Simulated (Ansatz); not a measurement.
Frontier orbitals of Cl₂GeH₄Si, SMILES `Cl[SiH2][GeH2][Cl]`.

Z-matrix (Å, degrees):
```
Si
Ge 1 2.384
Cl 1 2.053 2 108.5
H 1 1.482 2 110.2 3 119.1
H 1 1.484 2 110.7 3 -119.0
Cl 2 2.162 1 106.3 3 -63.6
H 2 1.535 1 113.3 3 53.2
H 2 1.538 1 113.2 3 179.8
```

The species carries charge 0 and has multiplicity 1. Correlated methods include outer-core shells of Ge, which these sets cover unevenly. Scalar relativity is left out up to krypton. The structure was optimised at the PBE0-D4/def2-TZVP level. It is one conformer, not always the lowest. Basis def2-TZVPP, Ansatz 0.2.0.

```tsv
functional	HOMO (eV)	LUMO (eV)	gap (eV)
PBE	-6.93	-1.83	5.10
BLYP	-6.79	-1.68	5.11
PBE0	-8.13	-0.99	7.14
BHLYP	-9.22	-0.05	9.17
ωB97X-V	-10.39	1.09	11.48
ωB97M-V	-10.18	0.87	11.05
```

Against PBE, PBE0 changes HOMO and LUMO by −1.20 and +0.84 eV, ωB97M-V by −3.25 and +2.70 eV. A gap of 5.10 eV thus becomes 11.05 eV for the same molecule, so an orbital gap means little without its functional. A positive LUMO is unbound and depends on the basis.
